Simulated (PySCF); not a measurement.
## Löwdin shares of the frontier orbitals

Species: C₄H₉BGeO.
Cartesian coordinates in Å at the GFN2-xTB level; atoms count from 1:
```xyz
16
C4H9BGeO angstrom
C     -3.269   -0.098    0.189
B     -1.754    0.316   -0.008
O     -0.818   -0.613    0.196
C      0.500   -0.362    0.055
C      1.519   -1.210    0.230
C      2.795   -0.457   -0.045
Ge     1.663    1.162   -0.423
H     -3.442   -0.455    1.202
H     -3.960    0.718    0.001
H     -3.534   -0.919   -0.474
H     -1.419    1.413   -0.327
H      1.473   -2.251    0.515
H      3.362   -0.876   -0.875
H      3.455   -0.414    0.821
H      1.647    1.707   -1.836
H      1.776    2.348    0.513
```

Computed with TDDFT B3LYP/def2-SVPD, vertical, gas phase, core orbitals frozen in the response (PySCF). Relativistic effects, spin–orbit coupling among them, are left out although an element past zinc is present.

Kohn–Sham orbitals with the atoms that hold most of them (Löwdin shares over 4%, at most four atoms; ? is withheld):

| orbital | ε (eV) | atoms |
| --- | --- | --- |
| LUMO+2 | 0.12 | C5 25%, C4 24%, O3 12%, Ge7 12% |
| LUMO+1 | -0.17 | Ge7 39%, C6 11%, H16 11%, H15 11% |
| LUMO | -0.60 | B2 39%, O3 14%, C1 12%, H11 9% |
| HOMO | -6.81 | ? |
| HOMO-1 | -7.89 | ? |
| HOMO-2 | -8.16 | C6 30%, Ge7 22%, C5 13%, H15 6% |
| HOMO-3 | -8.77 | B2 26%, C1 23%, H11 15%, C4 11% |

(1) Give the leading atoms of the HOMO-1.

(2) Which atoms hold the HOMO, and with what shares?

(3) How does S1 compare with the orbital gap of 6.21 eV?

(4) Give energy, strength and leading configuration of S1, S2 and S3, and follow the Löwdin shares of the leading atoms from the occupied to the empty orbital.

Results:

(1) O3 (bonded to B and C) 25%; C4 (bonded to C, Ge and O) 20%; Ge7 (bonded to 2 C and 2 H) 20%; C6 (bonded to C, Ge and 2 H) 12%. By element: carbon 33% or more, oxygen 25%, germanium 20%.

(2) C5 (bonded to 2 C and H) 32%; C4 (bonded to C, Ge and O) 27%; O3 (bonded to B and C) 14%; C6 (bonded to C, Ge and 2 H) 9%. By element: carbon 68% or more, oxygen 14%.

(3) S1 is at 5.57 eV (f = 0.153), 0.64 eV below the gap, made of HOMO→LUMO (92%). 

(4) 
- S1 (5.57 eV, f 0.153), HOMO→LUMO (92%): C5 32% → at most 10%, C4 27% → at most 10%, B2 at most 9% → 39%, O3 14% → 14%
- S2 (5.67 eV, f 0.0018), HOMO→LUMO+1 (98%): C5 32% → at most 12%, C4 27% → at most 12%, Ge7 at most 9% → 39%, C6 9% → 11%
- S3 (6.08 eV, f 0.0000), HOMO-1→LUMO (90%): O3 25% → 14%, C4 20% → at most 10%, B2 at most 13% → 39%

Löwdin shares depend on the basis, the more so with diffuse functions.

On one thread, Arm Neoverse V1 (aarch64), on a shared host, this took 46 s of wall time and 0.94 GiB of memory at its peak.

One conformer stands for the species.
